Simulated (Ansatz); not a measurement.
H4HfO4, SMILES `[OH][Hf]([OH])([OH])[OH]`, relaxed with RKS PBE0-D4/def2-TZVP in Ansatz 0.2.0 from a GFN2-xTB geometry. The force threshold is 0.005 eV/Å; the program also tests the step.

The species carries charge 0 and has multiplicity 1. Hf takes the def2 core potential.

Start:

```xyz
9

O     1.701   -0.503    0.600
Hf    0.001    0.004    0.001
O    -0.980    0.166    1.589
O    -1.082   -1.105   -1.050
O     0.361    1.447   -1.137
H     2.387    0.010    0.157
H    -0.411    0.024    2.354
H    -1.852   -1.399   -0.548
H    -0.125    1.355   -1.966
```

(1) By how much does the energy fall, and how many steps does the optimiser take? (Estimate.)

(2) Which bonds change most? (Best estimate.)

(3) Give the relaxed structure. (An estimate is asked.)

Results:

(1) Ansatz gave: 28.39 kcal/mol, in 14 steps, 3 of them rejected.

(2) The calculation gave: Hf2–O5 from 1.873 to 1.935 Å; Hf2–O4 from 1.873 to 1.935 Å; Hf2–O3 from 1.873 to 1.935 Å; O1–Hf2 from 1.873 to 1.935 Å.

(3) The calculation gave: 
```xyz
9

O     1.803   -0.630    0.309
Hf    0.000    0.000    0.000
O    -0.825    0.440    1.694
O    -1.033   -1.381   -0.876
O     0.055    1.572   -1.127
H     2.732   -0.722    0.128
H    -0.839    0.672    2.616
H    -1.652   -2.102   -0.924
H    -0.241    2.152   -1.820
```
